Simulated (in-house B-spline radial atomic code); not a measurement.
Results of a calculation; reference values are marked as such.
# Correlation energy from the adiabatic connection: ω²r²/2 − Z/r, ω = 2.48, Z = 0.5

Two electrons in a singlet, external potential ω²r²/2 − Z/r, ω = 2.48, Z = 0.5 (atomic units). Full CI in B-splines (partial waves to l = 8, correlation up to 0.6 % small) with the density held fixed gives W(λ) = <V_ee>_λ − U, and E_c is the integral of W(λ) − W(0) from 0 to 1.

| λ | W(λ) − W(0) (hartree) |
| --- | --- |
| 0 | 0.00000 |
| 0.02 | -0.00193 |
| 0.05 | -0.00481 |
| 0.12 | -0.01139 |
| 0.25 | -0.02318 |
| 0.4 | -0.03612 |
| 0.6 | -0.05235 |
| 0.8 | -0.06750 |
| 1 | -0.08165 |

Problem. Integrate the table by the trapezoid rule.

Solution. The strips give -0.00002, -0.00010, -0.00057, -0.00225, -0.00445, -0.00885, -0.01199, -0.01491, which sum to -0.04313 hartree. The direct value, W(1) − W(0) + T_c with T_c = 0.03845, is -0.04320; the curve is convex, so chords lie above it and the trapezoids fall short in size by 0.16 %.

Problem. Now use only three numbers: W(0) = -1.2871, the initial slope W'(0) = -0.09701 (extrapolated from the first points) and the strong-coupling limit of the point-charge-plus-continuum model, W∞ = -1.7668. What do second-order theory and the interpolation W(λ) = W∞ + (W(0) − W∞)/√(1 + 2χλ) of Seidl, Perdew and Levy give?

Solution. Second order keeps the slope alone: E_c = W'(0)/2 = -0.04850, +12 % in size against -0.04320. Matching the slope fixes χ = W'(0)/(W∞ − W(0)) = -0.09701/(-0.47970) = 0.20223. Integrating, with s = √(1 + 2χ) = 1.185100, E_c = −(W(0) − W∞)(s − 1)/(s + 1) = −0.47970 × 0.185100/2.185100 = -0.04064 hartree, -5.9 % in size against the full result. At λ = 1 the formula gives W − W(0) = -0.07492 against -0.08165. Part of the miss can come from the model's W∞.
